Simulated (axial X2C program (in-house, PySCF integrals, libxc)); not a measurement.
## Estimating the spin–orbit splitting of the π levels of BrF

Computed with an axial X2C code built on PySCF integrals. Spin-free means the one-electron spin-free X2C Hamiltonian; two-component (2c) means X2C with spin–orbit coupling and atomic mean-field two-electron Coulomb and Gaunt terms, so the difference of the two also holds small scalar two-electron terms. Basis: Br dyall-cv3z [8s9p6d4f1g], F dyall-av3z [7s6p3d2f] (cores contracted in-house); Gaussian nuclei, density fitting, unrestricted open shells. Masses: Br 78.918 u, F 18.998 u.

Hartree–Fock at 1.760 Å, closed shell. Valence p splittings ε(p3/2) − ε(p1/2) of spherical Dirac–Hartree–Fock atoms with fractionally filled p shells: Br 4p 0.555 eV, F 2p 0.072 eV.

| filled π level (eV), spin-free | Br p share | F p share |
| --- | --- | --- |
| -18.86 | 0.07 | 0.91 |
| -12.32 | 0.87 | 0.09 |

In first order a p shell splits by 3ζ/2 and a π orbital by ζ. Estimate the splitting of each π level from the shares.

level -18.86 eV: (2/3) × (0.07 × 0.555 + 0.91 × 0.072) = 0.07 eV; level -12.32 eV: (2/3) × (0.87 × 0.555 + 0.09 × 0.072) = 0.33 eV.

The two-component Hartree–Fock calculation gives:

```csv
ε(ω = 1/2) (eV),σ share of it,ε(ω = 3/2) (eV),splitting (eV),estimate (eV)
-18.878,0.01,-18.803,0.08,0.07
-12.510,0.00,-12.132,0.38,0.33
```

The estimate leaves out the mixing of π1/2 with σ1/2 levels, which pushes the ω = 1/2 spinor up or down, the d and f parts of the orbital, small shares of the strongly split outer-core p shell of a metal, the Gaunt term (absent from the atomic values), and the change of the atomic p orbitals with charge; Löwdin shares depend on the basis.
